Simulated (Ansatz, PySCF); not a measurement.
Process, species as SMILES: CC[N](C)[GeH3] [N-germyl-N-methylethanamine] + 4 [H][H] (H2) → 3 C (CH4) + [GeH4] (GeH4) + N (NH3)
Structures are relaxed separately at B3LYP-D3(BJ)/def2-TZVP in Ansatz (a quantum-chemistry and plane-wave program), one conformer each, not searched for the lowest. Frequencies are from PySCF.
Geometry of the first species:
```
N
C 1 1.4551
H 2 1.0904 1 110.57
H 2 1.0952 3 107.67 1 -119.75
H 2 1.1023 3 108.00 4 -115.52
C 1 1.4582 2 111.48 3 -177.48
H 6 1.0966 1 107.25 2 52.32
H 6 1.1043 7 105.92 1 119.16
C 6 1.5209 7 108.79 8 117.43
H 9 1.0911 6 110.71 7 65.95
H 9 1.0911 10 108.52 6 120.77
H 9 1.0919 10 108.12 11 116.05
Ge 1 1.8580 2 115.08 3 43.83
H 13 1.5354 1 109.82 2 -157.59
H 13 1.5365 14 110.63 12 -167.90
H 13 1.5518 14 108.87 15 -120.52
```

Wanted: energy of full hydrogenation (enthalpy at 298 K, with B3LYP-D3(BJ) rigid-rotor harmonic-oscillator terms), in eV. Correlated levels leave the core frozen unless marked. No spin-orbit coupling. The frozen core is the preceding noble-gas configuration, with the filled d and f shells of earlier blocks. Non-relativistic. CBS marks a two-point X^-3 extrapolation of the correlation energy; Hartree-Fock from the larger set.

```
level                                program  energy of full hydrogenation (eV)
----------------------------  --------------  ---------------------------------
PBE-D3(BJ)/def2-TZVPD         Ansatz + dftd3                                  ?
r2SCAN/def2-TZVPD                     Ansatz                              -2.48
HSE06/def2-TZVPD                      Ansatz                              -2.67
CCSD(T)/CBS(cc-pVTZ,cc-pVQZ)          Ansatz                                  ?
```

Problem. What belongs in the gaps?

Solution. 
- PBE-D3(BJ)/def2-TZVPD, energy of full hydrogenation (eV): -2.37
- CCSD(T)/CBS(cc-pVTZ,cc-pVQZ), energy of full hydrogenation (eV): -2.41
